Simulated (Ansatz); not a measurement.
Calculated with Ansatz (gas phase, PBE0-D4/def2-TZVP geometries, no zero-point term in ΔE). CBS: MP2 limit from def2 TZ/QZ plus the TZ coupled-cluster correction, frozen cores. DFT in def2-TZVPP. B3LYP here is the variant with VWN-RPA as its local correlation; programs differ in this. def2 core potentials past Kr. For Ge, Sn outer-core shells are correlated without core-valence functions, which leaves a few kJ/mol of doubt a bond. Scalar relativity is left out up to krypton. Each species was taken in one conformer, which may not be the lowest.

`C=[C](N)[SnH2][F]` + `[OH][GeH3]` → `C=C(N)[O][GeH3]` + `[F][SnH3]`  (substitution at a C–Sn bond)

| level | ΔE (kcal/mol) | difference from CCSD(T)/CBS |
| --- | --- | --- |
| PBE-D4 | 6.5 | -2.1 |
| r2SCAN-D4 | 5.5 | -3.1 |
| PBE0-D4 | 5.7 | -2.9 |
| B3LYP-D4 | 5.9 | -2.7 |
| ωB97X-V | 5.0 | -3.6 |
| ωB97M-V | 5.6 | -3.0 |
| B2PLYP | 6.8 | -1.8 |
| PBE | 6.6 | -2.0 |
| r2SCAN | 5.6 | -3.0 |
| PBE0 | 5.7 | -2.9 |
| B3LYP | 6.0 | -2.6 |
| HF/def2-TZVPP | 2.4 | -6.2 |
| MP2/def2-TZVPP | 8.8 | 0.2 |
| SCS-MP2/def2-TZVPP | 7.6 | -1.0 |
| CCSD/def2-TZVPP | 6.3 | -2.3 |
| CCSD(T)/def2-TZVPP | 6.8 | -1.8 |
| HF/def2-QZVPP | 2.6 | -6.0 |
| MP2/def2-QZVPP | 9.9 | 1.3 |
| SCS-MP2/def2-QZVPP | 8.8 | 0.2 |
| HF/CBS(def2) | 2.7 | -5.9 |
| MP2/CBS(def2) | 10.6 | 2.0 |
| CCSD/CBS(def2) | 8.2 | -0.4 |
| CCSD(T)/CBS | 8.6 | 0 |

Largest T1 diagnostic among the species: 0.014.

From PBE to PBE0 (25 % exact exchange), in def2-TZVPP and without D4, ΔE moves by −0.8 kcal/mol. In def2-TZVPP, CCSD(T) changes the Hartree–Fock value by +4.4 kcal/mol (the triples alone add +0.4 kcal/mol) and MP2 by +6.3 kcal/mol.
